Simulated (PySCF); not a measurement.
C₈H₁₁ (doublet state).
Cartesian coordinates in Å at the GFN2-xTB level; atoms count from 1:
```xyz
19
C8H11 angstrom
C     -2.9090   -0.5755   -0.8652
C     -1.7969    0.0474   -1.0717
C     -0.6103    0.0253   -0.1400
C      0.2940   -1.1924   -0.2271
C      1.6271   -0.7391    0.3851
C      1.6954    0.7805    0.1670
C      0.2511    1.2276    0.1108
C     -0.6680    0.7194    1.1882
H     -3.3408   -1.1972   -0.1152
H     -1.6403    0.6262   -1.9764
H     -0.1243   -2.0548    0.2936
H      0.4224   -1.4625   -1.2778
H      2.4734   -1.2508   -0.0714
H      1.6424   -0.9634    1.4518
H      2.1810    1.0120   -0.7837
H      2.2549    1.2767    0.9618
H      0.0391    2.1863   -0.3415
H     -0.2514    0.2366    2.0584
H     -1.5496    1.3069    1.3995
```

The hyperfine couplings belong to this conformer and change with its torsions.

Identity: `[H]/[C]=C\[C@@]12CCC[C@@H]1C2` [radical].

Method used: UKS B3LYP, pcH-1 on C H, non-relativistic, mean-field spin-orbit, GIAO in PySCF 2.14.0. The structure is a single GFN2-xTB conformer in the gas phase; no vibrational or solvent corrections. GFN2-xTB frequencies show an imaginary mode (73i cm⁻¹), so this geometry is no minimum at that level. Couplings are sensitive to structure, and on GFN2-xTB geometries they can be far from those on DFT ones. No stability test was run, so a lower SCF solution isn't excluded.

Q: Where do the isotropic ENDOR lines of H10, H9, H19, H16, H12 and H18 fall at 3338.0 mT, to first order?

A: ν± = |νn ± a/2|, one line for each electron-spin manifold; νn = |g_N| × 7.62259 MHz/T × B.

| nuclei | isotope | g_N | νn (MHz) | a_iso (MHz) | lower line (MHz) | upper line (MHz) |
| --- | --- | --- | --- | --- | --- | --- |
| H10 | 1H | 5.5857 | 142.12 | 110.64 | 86.80 | 197.44 |
| H9 | 1H | 5.5857 | 142.12 | 42.89 | 120.68 | 163.57 |
| H19 | 1H | 5.5857 | 142.12 | 3.29 | 140.48 | 143.77 |
| H16 | 1H | 5.5857 | 142.12 | 2.16 | 141.04 | 143.20 |
| H12 | 1H | 5.5857 | 142.12 | 1.08 | 141.59 | 142.66 |
| H18 | 1H | 5.5857 | 142.12 | 0.89 | 141.68 | 142.57 |

Q: Which pairs are centred on the nuclear Larmor frequency, and which on half the coupling?

A: Centred on νn, since |a| < 2νn: H10, H9, H19, H16, H12 and H18. No pair has |a| > 2νn.

Q: At what field would the lower line of H9 fall to zero frequency?

A: Where νn = |a|/2, that is B = 21.44 MHz/(5.5857 × 7.62259 MHz/T) = 504 mT, as far as first order holds there.
